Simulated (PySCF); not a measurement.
AgI, SMILES [Ag][I], multiplicity 1. The structure is a stationary point at PBE-D3(BJ)/def2-TZVP. The spin state was assumed, not searched. The def2 effective core potentials stand for the cores of Ag, I; spin–orbit coupling is left out.

Computed equilibrium geometry at PBE-D3(BJ)/def2-TZVP (PySCF confirms it by a frequency run) as Cartesian coordinates in Å, and its point group:
point group C∞v.
```xyz
2

Ag     0.0000     0.0000    -1.3606
I      0.0000     0.0000     1.2065
```
Charge 0, spin multiplicity 1.
